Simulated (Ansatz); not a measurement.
A search over several starts for the lowest SCF solution of the cluster HfS₂ at the given spin, in a small basis.

```yaml
crystal:
  periodic: [false, false, false]
  atoms:
    - {symbol: Hf, position_ang: [-0.225214, 0.241934, 0.732458]}
    - {symbol: S, position_ang: [-1.037097, -1.672378, -0.207237]}
    - {symbol: S, position_ang: [1.262311, 1.430444, -0.525221]}
basis:
  gaussian: {orbitals: def2-SVP}
hamiltonian: {xc: pbe0, dispersion: d4}
output: {orbitals: {seedname: orbitals}}
```

```sh
$ ansatz run in.yaml --threads 4 --pin off --events-out ev --progress --plain --max-ram 3916MiB
```

Output, abridged:

```
Functional definition: PBE0
  name "PBE0"
  cite "Adamo & Barone, J. Chem. Phys. 110, 6158 (1999) doi:10.1063/1.478522"
  cite "Perdew, Burke & Ernzerhof, Phys. Rev. Lett. 77, 3865 (1996) doi:10.1103/PhysRevLett.77.3865"
  parent pbe
  parameter a = 0.25
  parameter kappa = 0.804
  parameter beta = 0.06672455060314922
  exchange = (1 - a)*pbe_x(kappa = kappa, mu = beta*pi^2/3) + a*exact_x
  correlation = pbe_c(beta = beta)
640 factors; integrals over basis functions are off by at most 7.8e-4 eV
mean field evaluation 1: about -22957.5747 eV, gradient 4.1e1 eV
mean field evaluation 2: about -22776.8625 eV, gradient 2.4e2 eV
mean field evaluation 4: about -22963.3156 eV, gradient 7.0e0 eV
mean field evaluation 8: about -22963.4920 eV, gradient 8.8e-1 eV
mean field evaluation 16: about -22963.4945 eV, gradient 2.1e-4 eV
mean field -22963.49449029 eV, -843.8928573025 hartree, gradient 3.9e-5 eV, S^2 0.000000; 0 other end points of the search recorded, 0 dependent functions left out
reference -22963.49452560 eV, -843.8928586002 hartree; 22, 22 occupied and 46, 46 virtual orbitals, 640 factors
Total energy: -22963.58394629 eV, -843.8961447498 hartree
```

Hardware: 4 threads of Intel Xeon on a shared host. Wall time 1.6 s.

In the def2 sets Hf takes a core potential; there is no spin–orbit coupling. The structure comes from a short search, and lower isomers may exist.
